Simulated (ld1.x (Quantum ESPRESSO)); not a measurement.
# Before and after: PAW potential for bismuth (Bi)

```json
{
 "Element": "bismuth",
 "Generator": "ld1.x (Quantum ESPRESSO) 7.5",
 "Type": "PAW",
 "Functional": "PBE",
 "Relativity": "non-relativistic",
 "Frozen core": "[Xe] 4f14 5d10",
 "Valence charge": "5",
 "Reference configuration": "6s2 6p1 (charge +2)",
 "Partial waves": "6s (bound): rcut 2.00, rcutus 2.15 bohr; 6s channel at 1.2 Ry: rcut 2.00, rcutus 2.15 bohr; 6p (bound): rcut 2.05, rcutus 2.60 bohr; 6p channel at -0.45 Ry: rcut 2.05, rcutus 2.60 bohr",
 "Local potential": "all-electron potential smoothed inside 1.70 bohr (lloc = -1)",
 "Core correction": "a·sin(br)/r model core inside 1.30 bohr",
 "Augmentation charge": "PSQ, inside the norm-conserving radii"
}
```

Change: local potential all-electron potential smoothed inside 1.75 bohr (lloc = -1).

Cutoffs: the cutoffs (Ry, on a coarse ladder) from which the occupation-weighted sum of valence levels, in a spherical-Bessel basis at the reference potential, stays within 10 and 1 mRy of its value at 400 Ry; they do not see the model core or the augmentation charge, which bear on the density cutoff. Errors are all-electron minus pseudo energies relative to the spin-unpolarised reference configuration.

Question: What does the change do?

Answer: The potential gets harder (8 Ry and 18 Ry → 15 Ry and 18 Ry); both files keep a bound ghost (d, s); the errors of the 7 common tests hardly move; the range in which the p phases agree narrows (upper end 2.9 → 0.7).

| quantity | base | changed |
| --- | --- | --- |
| cutoff, loose | 8 Ry | 15 Ry |
| cutoff, tight | 18 Ry | 18 Ry |
| loose cutoff by channel (10 mRy a level) | s 8 Ry, p 6 Ry | s 15 Ry, p 6 Ry |
| bound ghosts | s, d | s, d |
| error for 6s2 6p3, meV [ΔE -23.22 eV] | -46 | -46 |
| error for 6s2 6p2, meV [ΔE -15.19 eV] | -19 | -19 |
| error for 6s2 6p0, meV [ΔE 23.04 eV] | -43 | -43 |
| error for 6s1 6p3, meV [ΔE -7.98 eV] | -4.2 | -4.2 |
| error for 6s0 6p5, meV [ΔE -9.69 eV] | -8.1 | -8.2 |
| error for 6s2 6p2.5, meV [ΔE -20.05 eV] | -34 | -34 |
| error for 6s1 6p0, meV [ΔE 63.38 eV] | -317 | -318 |
| s: phases at 2.86 bohr within 0.05 rad from the reference energy up to (Ry; the scan ends near 5) | to the end of the scan | to the end of the scan |
| p: phases at 2.86 bohr within 0.05 rad from the reference energy up to (Ry; the scan ends near 5) | 2.9 | 0.7 |
| lowest overlap eigenvalue by channel | s 0.49, p 0.40 | s 0.50, p 0.41 |

 A true bound ghost makes a file unfit for plane-wave use even where its test errors are small: the radial tests pick states by their node count and pass the ghost by.
